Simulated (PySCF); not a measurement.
C₇H₆OS.
SMILES: `C=CC1=CC(=S)C=CO1`

Vertical excitations from PySCF (density fitting, frozen core in the response, grid level 2 and gas phase unless stated; continuum runs use non-equilibrium linear response for the excitations) on a GFN2-xTB geometry. Reference run:

```json
{"settings": "CAM-B3LYP/def2-SVPD, full TDDFT, 8 singlets", "S1, eV (f)": "2.43 (0.000)", "S2, eV (f)": "3.97 (0.517)", "S3, eV (f)": "4.36 (0.001)", "S4, eV (f)": "4.55 (0.057)", "S5, eV (f)": "5.02 (0.213)", "S6, eV (f)": "5.93 (0.040)", "T1, eV (Tamm–Dancoff)": "2.10", "mean α (au)": "124.3"}
```

Q: What do these settings give: (1) HF/def2-SVPD, IEF-PCM dichloromethane, energy threshold 1e-11 Eh, CIS, 1 singlet; (2) BP86/def2-SVPD, energy threshold 1e-06 Eh, full TDDFT, 3 singlets?

A: 
```
                                                                        settings    S1, eV (f)    S2, eV (f)    S3, eV (f)  S4, eV (f)  S5, eV (f)  S6, eV (f)  T1, eV (Tamm–Dancoff)  mean α (au)
HF/def2-SVPD, IEF-PCM dichloromethane, energy threshold 1e-11 Eh, CIS, 1 singlet  3.78 (0.000)             –             –           –           –           –                   2.49        170.3
               BP86/def2-SVPD, energy threshold 1e-06 Eh, full TDDFT, 3 singlets  1.75 (0.000)  2.62 (0.000)  3.26 (0.116)           –           –           –                   1.48        128.6
```

(1) S1 moves by +1.35 eV; functional, environment and response scheme change together, so the shift can't be laid on one. (2) S1 moves by -0.68 eV (BP86 has no exact exchange, CAM-B3LYP range-separated exact exchange). States are counted by energy in each run and needn't keep their character from row to row.

Q: Which orbital pairs make up S1 in each run, and how does it sit against the orbital gap?

A: 
```csv
settings,S1 configurations (weight),S1 (eV),orbital gap (eV),S1 − gap (eV)
"CAM-B3LYP/def2-SVPD, full TDDFT, 8 singlets",H→L 0.91,2.43,5.83,-3.40
"HF/def2-SVPD, IEF-PCM dichloromethane, energy threshold 1e-11 Eh, CIS, 1 singlet",H−1→L 0.86,3.78,9.43,-5.65
"BP86/def2-SVPD, energy threshold 1e-06 Eh, full TDDFT, 3 singlets",H→L 1.00,1.75,1.62,+0.13
```

Geometry: GFN2-xTB, one conformer.

The values belong to the conformer `[CH2:1]=[CH:2][c:3]1[cH:4][c:5](=[S:6])[cH:7][cH:8][o:9]1`: C1–C2–C3–C4 180°.
